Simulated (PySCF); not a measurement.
FH6NOSi2, SMILES F[Si@@H](O)N[SiH3]. Heavy atoms are numbered as in [OH:1][Si@H:2]([F:3])[NH:4][SiH3:5]. Hydrogens are named by the atom that carries them.

Coordinates come from a B3LYP-D3(BJ)/def2-SVP optimisation. The structure was generated by enumeration; whether it is a known compound was not checked. The values are those of a single conformer.

All values below come from PBE0/pcSseg-1 in PySCF.

GIAO shieldings, no solvent; atoms alike by connectivity are averaged. δ = σ(ref) − σ: ¹⁷O against H2O (σ = 334.2 ppm); ²⁹Si against TMS (σ = 352.7 ppm); ¹⁹F against CFCl3 (σ = 167.2 ppm); ¹⁵N against NH3 (σ = 267.4 ppm); ¹H against TMS (σ = 31.56 ppm), references at their B3LYP-D3(BJ)/def2-TZVP geometries, non-relativistic.

```json
[
 {"nucleus": "¹⁷O", "atoms": "O1 (OH)", "count": "1", "δ (ppm)": "57.7"},
 {"nucleus": "²⁹Si", "atoms": "Si2 (SiH)", "count": "1", "δ (ppm)": "-34.8"},
 {"nucleus": "²⁹Si", "atoms": "Si5 (SiH3)", "count": "1", "δ (ppm)": "-56.2"},
 {"nucleus": "¹⁹F", "atoms": "F3", "count": "1", "δ (ppm)": "-150.8"},
 {"nucleus": "¹⁵N", "atoms": "N4 (NH)", "count": "1", "δ (ppm)": "35.5"},
 {"nucleus": "¹H", "atoms": "H on Si5", "count": "3", "δ (ppm)": "4.89"},
 {"nucleus": "¹H", "atoms": "H on Si2", "count": "1", "δ (ppm)": "4.84"},
 {"nucleus": "¹H", "atoms": "H on O1", "count": "1", "δ (ppm)": "1.85"},
 {"nucleus": "¹H", "atoms": "H on N4", "count": "1", "δ (ppm)": "0.75"}
]
```
